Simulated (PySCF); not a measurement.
## S: excitation energy

S [Ne] 3s2 3p4 (3P) → S [Ne] 3s1 3p5 (3P), as a difference of total energies. Computed with PySCF 2.14 in aug-cc-pV(Q+d)Z with one added diffuse shell each of s, p, d, f, g type (8s7p6d4f3g, 114 functions), with the non-relativistic Hamiltonian (point nucleus). Correlated levels: valence: [Ne] frozen. The calculations carry no spin-orbit coupling.

| method | excitation energy (cm⁻¹) |
| --- | --- |
| UHF | 92494 |
| LDA | 79919 |
| PBE | 80188 |
| PBE0 | 83622 |
| r2SCAN | 81531 |
| M06 | 83038 |
| B2PLYP | 83234 |
| wB97M-V | 85188 |
| MP2 (valence) | 83890 |
| SCS-MP2 (valence) | 82932 |

Errors of the correlated levels include the incompleteness of this basis and the frozen core.

Which method comes closest to the reference value, and which is furthest?

The reference is 72008 cm⁻¹ (measured; NIST levels, between the centres of gravity of the two terms). Closest: LDA (error 7910.9 cm⁻¹); furthest: UHF (error 20486 cm⁻¹).
